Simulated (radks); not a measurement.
Ne I, configuration [He] 2s1 2p6 3d1 (not the ground configuration). Method: scalar-relativistic Kohn-Sham, r2SCAN, spin-unpolarised, spherical densities, finite nucleus; meta-GGA in the generalised Kohn-Sham scheme; Fermi nuclear charge, rms radius 3.0055 fm; computed with a radial shooting solver on a logarithmic mesh with Libxc functionals.

Radial electron density D(r) = 4 pi r^2 rho(r):

r (bohr)  D(r) (e/bohr)
0.01349           1.070
0.01784           1.714
0.02361           2.672
0.03124           4.014
0.04167           5.801
0.05513           7.779
0.07295           9.605
0.09729           10.68
0.1287            10.36
0.1703            8.694
0.2272            6.548
0.3006            5.481
0.3977            6.013
0.5262            7.145
0.7018            7.217
0.9286            5.606
1.229             3.211
1.639             1.248
2.168            0.3204
2.869           0.05258
3.827           0.01919
5.063           0.03722
6.699           0.06999
8.864           0.09621
11.82           0.09015
15.64           0.04439
20.7           0.008331
27.6          0.0004670

D(r) has 3 maxima, at r = 0.105, 0.618, 9.91 bohr, and minima at 0.313, 3.68 bohr, inside which lie 2.26, 9.01 electrons.
